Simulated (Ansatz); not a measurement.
## Ansatz (development build ahead of 0.2.0) run

```yaml
crystal:
  periodic: [false, false, false]
  atoms:
    - { symbol: Li, position_ang: [1.11198, 0.76119, -0.95274] }
    - { symbol: F, position_ang: [1.51786, -0.80829, 0.44746] }
    - { symbol: F, position_ang: [-0.18367, -0.25042, -1.5058] }
    - { symbol: Li, position_ang: [-0.29514, -1.57743, -0.3943] }
    - { symbol: F, position_ang: [0.18872, 1.48079, 0.32735] }
    - { symbol: Li, position_ang: [0.11233, 0.31561, 1.60957] }
    - { symbol: Li, position_ang: [-1.34703, 0.71125, -0.40597] }
    - { symbol: F, position_ang: [-1.0983, -0.65869, 0.83837] }
basis:
  gaussian: { orbitals: def2-SVP }
total_charge: 1
magnetization:
  spin_polarized: true
  initial_magnetization: 1
hamiltonian:
  xc: hf
output:
  forces: true
```

The input is written out in the form of the current development build from the run's settings.

Results

```
Converged                       : yes
Total energy                    : -427.37759 hartree
Spin squared of the determinant : 0.753
Stability test                  : minimum
```

Forces (eV/Å):
```json
{"atom": "Li1", "Fx": "0.063", "Fy": "0.765", "Fz": "-0.734"}
{"atom": "F2", "Fx": "0.462", "Fy": "-0.245", "Fz": "0.138"}
{"atom": "F3", "Fx": "0.218", "Fy": "-0.148", "Fz": "-0.056"}
{"atom": "Li4", "Fx": "-0.766", "Fy": "-0.613", "Fz": "-0.406"}
{"atom": "F5", "Fx": "0.252", "Fy": "0.002", "Fz": "0.097"}
{"atom": "Li6", "Fx": "-0.528", "Fy": "0.499", "Fz": "0.774"}
{"atom": "Li7", "Fx": "0.155", "Fy": "-0.080", "Fz": "0.046"}
{"atom": "F8", "Fx": "0.144", "Fy": "-0.180", "Fz": "0.141"}
```
